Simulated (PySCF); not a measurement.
## Basis and Hamiltonian dependence of the excitation energy of He

He 1s2 (1S) → He 1s1 2s1, s spin flipped. All values are computed (PySCF 2.14, energy differences of UHF-based or UKS calculations, no spin-orbit coupling). Values in eV.

| basis | Hamiltonian | functions | UHF | PBE | PBE0 | MP2 (valence) |
| --- | --- | --- | --- | --- | --- | --- |
| dyall-acv3z | non-relativistic | 29 | 0.000 | 0.000 | 0.000 | 0.000 |
| dyall-av3z | spin-free X2C | 29 | 0.000 | 0.000 | 0.000 | 0.000 |
| dyall-av3z | non-relativistic | 29 | 0.000 | 0.000 | 0.000 | 0.000 |
| aug-cc-pVQZ with one added diffuse shell each of s, p, d, f type | non-relativistic | 62 | 0.000 | 0.000 | 0.000 | 0.000 |

Frozen in the all-electron rows: valence: nothing.

In the upper determinant the s electron has its spin opposite to the other open shell, which mixes two multiplicities.
